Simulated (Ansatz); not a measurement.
Program: Ansatz. Geometries: PBE0-D4/def2-TZVP. ΔE: electronic, gas phase. CBS: MP2 limit from def2 TZ/QZ plus the TZ coupled-cluster correction, frozen cores. Functionals use def2-TZVPP. B3LYP here is the variant with VWN-RPA as its local correlation; programs differ in this. Each species was taken in one conformer, which may not be the lowest.

`CC(F)CCF` + `OB(O)[SiH3]` → `OB([SiH3])OCF` + `CC(C)F`  (substitution at a C–C bond)

Task: Is it downhill or uphill in electronic energy at CCSD(T)/CBS, and by how much? (Best estimate.)

Result: The calculation gave: Uphill: ΔE = +23.3 kJ/mol.

Task: What do these levels give: PBE-D4, r2SCAN-D4, B3LYP-D4, ωB97X-V, r2SCAN, B3LYP, HF/def2-TZVPP, CCSD/def2-TZVPP, CCSD(T)/def2-TZVPP, HF/def2-QZVPP, MP2/CBS(def2), CCSD/CBS(def2)? (Estimate.)

Result: Ansatz gave: PBE-D4 18.7, r2SCAN-D4 16.8, B3LYP-D4 16.4, ωB97X-V 17.8, r2SCAN 16.7, B3LYP 16.3, HF/def2-TZVPP 13.3, CCSD/def2-TZVPP 20.9, CCSD(T)/def2-TZVPP 20.4, HF/def2-QZVPP 13.4, MP2/CBS(def2) 26.9, CCSD/CBS(def2) 23.8 kJ/mol.

Largest T1 diagnostic among the species: 0.014.

In def2-TZVPP, CCSD(T) changes the Hartree–Fock value by +7.0 kJ/mol (the triples alone add −0.6 kJ/mol) and MP2 by +10.6 kJ/mol.
